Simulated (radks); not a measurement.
All-electron atom: Dy XXXIX in [Ar] 3d10. All-electron calculation, scalar-relativistic Kohn-Sham, PBE, spin-unpolarised, spherical densities, point nucleus. Program: a radial shooting solver on a logarithmic mesh with Libxc functionals.

Normalised radial functions P(r) = r R(r), r in bohr:

r             1s       2s       3p
0.001179  1.6247   0.5768   0.0083
0.001308  1.7646   0.6259   0.0098
0.001463  1.9268   0.6827   0.0119
0.001637  2.1013   0.7435   0.0144
0.001816  2.2747   0.8038   0.0172
0.002031  2.4739   0.8726   0.0208
0.002272  2.6860   0.9455   0.0252
0.002541  2.9109   1.0222   0.0304
0.00282   3.1307   1.0966   0.0363
0.003154  3.3783   1.1794   0.0439
0.003528  3.6360   1.2645   0.0530
0.003914  3.8828   1.3445   0.0631
0.004378  4.1544   1.4307   0.0761
0.004897  4.4289   1.5151   0.0917
0.005434  4.6832   1.5902   0.1089
0.006078  4.9519   1.6652   0.1308
0.006798  5.2099   1.7312   0.1569
0.007543  5.4342   1.7812   0.1853
0.008437  5.6527   1.8192   0.2211
0.009437  5.8394   1.8362   0.2631
0.01047   5.9768   1.8289   0.3082
0.01171   6.0777   1.7908   0.3640
0.0131    6.1212   1.7158   0.4279
0.01454   6.1033   1.6081   0.4949
0.01626   6.0145   1.4460   0.5753
0.01819   5.8489   1.2317   0.6642
0.02018   5.6242   0.9829   0.7536
0.02257   5.3068   0.6601   0.8556
0.02525   4.9163   0.2815   0.9612
0.02824   4.4621  -0.1482   1.0666
0.03133   3.9954  -0.5852   1.1599
0.03505   3.4615  -1.0845   1.2491
0.0392    2.9151  -1.5956   1.3187
0.04349   2.4161  -2.0613   1.3573
0.04865   1.9081  -2.5285   1.3608
0.05441   1.4491  -2.9327   1.3139
0.06038   1.0795  -3.2272   1.2160
0.06753   0.7501  -3.4345   1.0438
0.07554   0.4939  -3.5104   0.7974
0.08382   0.3175  -3.4562   0.5020
0.09375   0.1849  -3.2672   0.1191
0.1049    0.1000  -2.9596  -0.3160
0.1164    0.0524  -2.5931  -0.7459
0.1301    0.0239  -2.1468  -1.2069
0.1456    0.0099  -1.6872  -1.6300
0.1615    0.0039  -1.2824  -1.9553
0.1807    0.0013  -0.8993  -2.2010
0.2021    0.0004  -0.5895  -2.3144
0.2242    0.0001  -0.3726  -2.2928
0.2508    0.0000  -0.2102  -2.1406
0.2805    0.0000  -0.1083  -1.8791
0.3138    0.0000  -0.0505  -1.5472
0.3482    0.0000  -0.0225  -1.2153
0.3894    0.0000  -0.0084  -0.8732
0.4356    0.0000  -0.0027  -0.5795
0.4833    0.0000  -0.0008  -0.3662
0.5406    0.0000  -0.0002  -0.2035
0.6046    0.0000  0.0000  -0.1015
0.6709    0.0000  0.0000  -0.0479
0.7504    0.0000  0.0000  -0.0187

1s: eigenvalue -55343 eV, 0 radial nodes, <r> = 0.0211 bohr, 90 % of the charge inside 0.0382 bohr. 2s: eigenvalue -10575.3 eV, 1 radial node at r = 0.0272 bohr, <r> = 0.0896 bohr, 90 % of the charge inside 0.139 bohr. 3p: eigenvalue -3229.7 eV, 1 radial node at r = 0.0968 bohr, <r> = 0.228 bohr, 90 % of the charge inside 0.339 bohr.
